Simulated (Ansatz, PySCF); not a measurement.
Reaction (SMILES): [I][Ge][I] → [I][Ge][I] as doublet, charge -1 (an electron is taken up)
Geometries: B3LYP-D3(BJ)/def2-TZVP minima from Ansatz (an electronic-structure program). Frequencies are from Ansatz or PySCF. A spin state is the lowest found, not a proven ground state.
Geometry of the first species:
SMILES: [I][Ge][I]
```xyz
3

Ge     0.0170     0.0000     1.2404
I      1.0196    -1.7356    -0.3885
I     -1.0299     1.7355    -0.3605
```

Property: adiabatic electron affinity (0 K, with B3LYP-D3(BJ) harmonic zero-point energies), positive where the reaction releases energy, in eV. Correlated levels leave the core frozen unless marked. UHF or UKS for open shells. Spin-orbit coupling is left out. Frozen are the shells of the preceding noble gas and the d and f shells that filled before the atom's block. In def2 rows, elements after Kr have scalar-relativistic effective core potentials. STO-3G rows are all-electron and non-relativistic. Anions need diffuse functions: def2-D sets add few; the other sets have none. CBS marks a two-point X^-3 extrapolation of the correlation energy; Hartree-Fock from the larger set. [CCSD(T)-MP2]/basis is that difference in the basis named.

| level | program | adiabatic electron affinity (eV) |
|---|---|---|
| revPBE-D4/def2-TZVPD | Ansatz + dftd4 | (withheld) |
| r2SCAN/def2-TZVPD | Ansatz | 1.93 |
| PBE0/def2-TZVPD | Ansatz | (withheld) |
| BHLYP/def2-TZVPD | Ansatz | (withheld) |
| M06-2X/def2-TZVPD | PySCF | (withheld) |
| HSE06/def2-TZVPD | Ansatz | 1.90 |
| RPA@PBE/def2-TZVPP | Ansatz | 1.96 |
| SCS-MP2/STO-3G | Ansatz | -2.46 |
| SCS-MP2/def2-TZVPP | Ansatz | 1.69 |
| RI-MP2/CBS(def2-TZVPPD,def2-QZVPPD)+[CCSD(T)-MP2]/def2-TZVPPD | Ansatz | 1.92 |

Q: Complete the blanks.

A: 
- revPBE-D4/def2-TZVPD, adiabatic electron affinity (eV): 1.78
- PBE0/def2-TZVPD, adiabatic electron affinity (eV): 1.91
- BHLYP/def2-TZVPD, adiabatic electron affinity (eV): 1.94
- M06-2X/def2-TZVPD, adiabatic electron affinity (eV): 2.04
